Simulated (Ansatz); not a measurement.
Isolated molecules relaxed with PBE0-D4/def2-TZVP in Ansatz; ΔE leaves out vibrations. CCSD(T)/CBS is the MP2 limit (def2-TZVPP, def2-QZVPP) plus CCSD(T) − MP2 in def2-TZVPP, frozen cores. This one scheme is used for every species. Functionals use def2-TZVPP. One conformer a species, not always the lowest.

`CO[SiH2][SiH2]O` + H₂ → `O[SiH2][SiH3]` + CH₃OH  (hydrogenolysis of the Si–O bond)

| species | r2SCAN0 energy (Eh) |
| --- | --- |
| `CO[SiH2][SiH2]O` | -772.33208 |
| H₂ | -1.17054 |
| `O[SiH2][SiH3]` | -657.78836 |
| CH₃OH | -115.69141 |

Problem. Work out ΔE.

Solution. ΔE = (-657.78836) + (-115.69141) − (-772.33208) − (-1.17054) = 0.02285 Eh = +60.0 kJ/mol. CCSD(T)/CBS gives +64.1 kJ/mol.

Largest T1 diagnostic among the species: 0.012.

The D4 term adds +11.4 kJ/mol with B3LYP and +6.4 kJ/mol with PBE0; it sums over pairs of atoms, weighted by their polarisabilities, and B3LYP, whose exchange is more repulsive, gets the larger term. From BLYP to BHLYP (50 % exact exchange), in def2-TZVPP and without D4, ΔE moves by +3.3 kJ/mol.

B3LYP here is the variant with VWN-RPA as its local correlation; programs differ in this.
